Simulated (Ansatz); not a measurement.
Start from `[CH3][In]([F])[TeH]` and change one atom or group to get `[CH3][In]([F])[Cl]`.

Ansatz, PBE0-D4/def2-TZVP geometries, multiplicity 1. 

Elements past krypton have def2 core potentials.  Spin–orbit coupling is left out; it splits and shifts lone-pair levels of the heavy atoms by tenths of an eV.

```tsv
property	`[CH3][In]([F])[TeH]`
HOMO–LUMO gap (PBE0/def2-TZVPP) / eV	5.40
HOMO energy (PBE0/def2-TZVPP) / eV	-6.84
HOMO–LUMO gap (B3LYP/def2-TZVPP) / eV	4.90
HOMO–LUMO gap (PBE/def2-TZVPP) / eV	3.58
HOMO–LUMO gap (ωB97M-V/def2-TZVPP) / eV	9.14
zero-point energy (PBE0-D4/def2-TZVP) / kJ/mol	116.1
```

Question: Give the same properties after the change, and the shifts. (Best estimate.)

Answer: The calculation gave: 
| property | `[CH3][In]([F])[Cl]` | shift |
| --- | --- | --- |
| HOMO–LUMO gap (PBE0/def2-TZVPP) / eV | 7.09 | 1.69 |
| HOMO energy (PBE0/def2-TZVPP) / eV | -8.73 | -1.89 |
| HOMO–LUMO gap (B3LYP/def2-TZVPP) / eV | 6.49 | 1.59 |
| HOMO–LUMO gap (PBE/def2-TZVPP) / eV | 4.83 | 1.25 |
| HOMO–LUMO gap (ωB97M-V/def2-TZVPP) / eV | 11.09 | 1.95 |
| zero-point energy (PBE0-D4/def2-TZVP) / kJ/mol | 101.0 | -15.1 |

With PBE0 the HOMO falls by 1.89 eV and the LUMO falls by 0.20 eV, so the gap widens by about 1.69 eV. PBE moves the HOMO by -1.54 eV and ωB97M-V by -2.06 eV. The zero-point energy changes by -15.1 kJ/mol with -3 modes.

B3LYP here is the variant with VWN-RPA as its local correlation; programs differ in this.
